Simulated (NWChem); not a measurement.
# C2H6ClGe, doublet; SMILES [CH3][Ge]([CH3])[Cl]

Results from NWChem. Spin-unrestricted. Medium grid unless said otherwise, to which SCAN and Minnesota functionals are sensitive. In the optimisation the excess spin sits in a' (Cs, its own frame). Structure relaxed at the PBE0/def2-SVP, spin-unrestricted level. No stability test was run on the SCF state. Level r2SCAN/def2-SVP: single points from the atomic guess with DIIS by default; each run changes one setting, and all converged runs end within 0.3 mHa of each other.

Problem. Which setting needs the most SCF iterations, or fails (no DIIS, 40 % damping; DIIS on 20 Fock matrices; defaults; no level shifting; occupation smearing of 0.005 Ha)?

Solution. no DIIS, 40 % damping, with 15 against 8 for the defaults.
```csv
setting,SCF iterations
defaults,8
DIIS on 20 Fock matrices,8
occupation smearing of 0.005 Ha,8
"no DIIS, 40 % damping",15
no level shifting,8
```
